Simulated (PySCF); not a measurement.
Structure with atom numbers: `[N:1]#[C:2][CH2:3]/[CH:4]=[N:5]\[SiH3:6]`. Each H is labelled by its parent atom.

Geometry: PBE0-D3(BJ)/def2-SVP; GIAO absolute shieldings from PySCF, gas phase, non-relativistic, averaged over equivalent atoms.

At PBE0/cc-pVDZ (118 basis functions):
| atoms | σ (ppm) |
| --- | --- |
| N5 | -87.0 |
| N1 | -11.7 |
| C4 | 32.0 |
| C2 | 86.8 |
| C3 | 169.5 |
| Si6 | 479.2 |
| H(C4) | 22.69 |
| H(Si6) | 26.36 |
| H(C3) | 28.41 |

Q: Estimate the result of repeating the calculation with PBE0/IGLO-III.

A: 
```csv
atoms,σ at PBE0/IGLO-III,change
N5,-123.9,-36.9
N1,-44.0,-32.3
C4,7.3,-24.7
C2,62.7,-24.1
C3,155.6,-13.9
Si6,416.3,-62.9
H(C4),22.56,-0.13
H(Si6),26.19,-0.17
H(C3),28.15,-0.26
```

The largest change is at Si6 (silicon bonded to N, 3 H). Cost: 279 basis functions. The order of the carbon signals is the same at both levels.
